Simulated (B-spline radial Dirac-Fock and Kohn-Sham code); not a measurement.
Atomic SCF run for As³⁺

ΔSCF core binding energies without Breit or QED terms, calculated with a radial atomic solver. Keys: rel is the Hamiltonian (dirac, or spin-free x2c and nr, where L3 and M5 stand for the whole 2p and 3d shells), method is hf or an exchange,correlation pair (spin-unpolarised, also for the hole states), nuc the nuclear model, radius_factor scales its radius, rmax is the box in bohr, h the logarithmic mesh step, order the B-spline order, points the quadrature points per cell, c_factor scales the speed of light, and damp, ndamp, maxit and tol steer the iteration. The run stops when the commutator error falls below 10·tol·max(1, Z/10), or the numerical noise floor, and the energy has settled to about 1e-8 Ha; the virial ratio is −V/T.

Input (task.json):

```json
{"items": [{"Z": 33, "q": 3, "cfg": [[1, 0, 2], [2, 0, 2], [2, 1, 6], [3, 0, 2], [3, 1, 6], [3, 2, 10], [4, 0, 2]], "A": 75, "rrms": 4.0968, "do": "settings", "holes": ["K", "L3", "M5"],
  "settings": [{"rel": "dirac", "method": "hf", "nuc": "fermi", "radius_factor": 100000.0, "rmax": 45.0, "h": 0.3, "order": 8, "points": 10, "c_factor": 1.0, "maxit": 76, "damp": 0.5, "ndamp": 3, "tol": 1e-08}]}]}
```

Command: `python xray2_run.py task.json out`

Ground-state iterations:

```
iter   energy (Ha)        error
   1      -49.34100040  1.76e-01
   2      -40.75529589  5.44e-01
   3      -64.18404997  9.65e-02
   4      -65.07911444  4.35e-02
   5      -65.19487791  4.93e-03
   6      -65.19768179  4.06e-03
   7      -65.19999889  4.97e-04
   8      -65.20006637  1.04e-04
   9      -65.20006906  1.86e-05
  10      -65.20006927  4.15e-06
  11      -65.20006928  5.94e-07
  12      -65.20006928  4.75e-08
```

The ground state converged in 12 iterations, with total energy -65.20007 Ha, virial ratio 20.97037 and highest orbital energy -5.98 eV. ΔSCF binding energies: K (1s) 19.97 eV, L3 (2p3/2) 18.44 eV, M5 (3d5/2) 15.74 eV.

Q: One setting is unsound. Which, and why?

A: radius_factor inflates the nucleus far beyond its size, which weakens the binding of the inner electrons. With the default settings (Dirac Hartree-Fock): The ground state converged in 10 iterations, with total energy -2257.49288 Ha, virial ratio 1.97749 and highest orbital energy -48.10 eV. ΔSCF binding energies: K (1s) 11938.1 eV, L3 (2p3/2) 1371.7 eV, M5 (3d5/2) 85.56 eV.
